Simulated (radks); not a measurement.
Question: The mean radii <r> (bohr) of the occupied orbitals of an atom or ion are listed with their occupations. Calculated with a radial shooting solver on a logarithmic mesh with Libxc functionals: scalar-relativistic Kohn-Sham, r2SCAN, spin-unpolarised, spherical densities, finite nucleus; meta-GGA in the generalised Kohn-Sham scheme; Fermi nuclear charge, rms radius of each element as measured or else 0.836 A^(1/3) + 0.57 fm.

| orbital | occ. | <r> |
|---|---|---|
| 1s | 2 | 0.02558 |
| 2s | 2 | 0.1097 |
| 2p | 6 | 0.09620 |
| 3s | 2 | 0.2914 |
| 3p | 6 | 0.2896 |
| 3d | 10 | 0.2666 |
| 4s | 2 | 0.6744 |
| 4p | 6 | 0.7157 |
| 4d | 10 | 0.8008 |
| 5s | 2 | 1.647 |
| 5p | 6 | 1.919 |
| 6s | 2 | 4.887 |

Name the element and its charge.

Answer: Z = 56, barium, charge 0: Ba in [Xe] 6s2. The 1s radius gives Z: for a bare nucleus <r> = (2 gamma + 1)/(2Z) with gamma = sqrt(1 - (Z/c)^2), 0.02523 bohr for Z = 56, and screening makes it slightly larger (0.02558 here). The occupations add up to 56, and the charge is Z minus that.
